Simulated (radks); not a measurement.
Q: Spherical quantum dot in the effective-mass picture: electrons in a parabolic well V = omega^2 r^2 / 2 with omega = 0.107, all in effective atomic units (hartree* = m*/eps^2 hartree, bohr* = eps/m* bohr), one dielectric constant everywhere. Calculated with a radial shooting solver with Libxc functionals: non-relativistic Kohn-Sham, LDA (Slater exchange, Perdew-Wang correlation), spin-polarised, spherical densities. Levels are named by radial order and angular momentum (1s, 1p, 1d, 2s, ...), and open shells are averaged over m. At N = 28 the configuration is 1s2 1p6 1d10 2s2 1f(up 7, down 1). Does electron 29 go into 1f down or 2p up or 2p down?

A: Into 1f down. The total energies of the other choices lie higher by 0.0160 hartree* (2p up), 0.0207 hartree* (2p down).
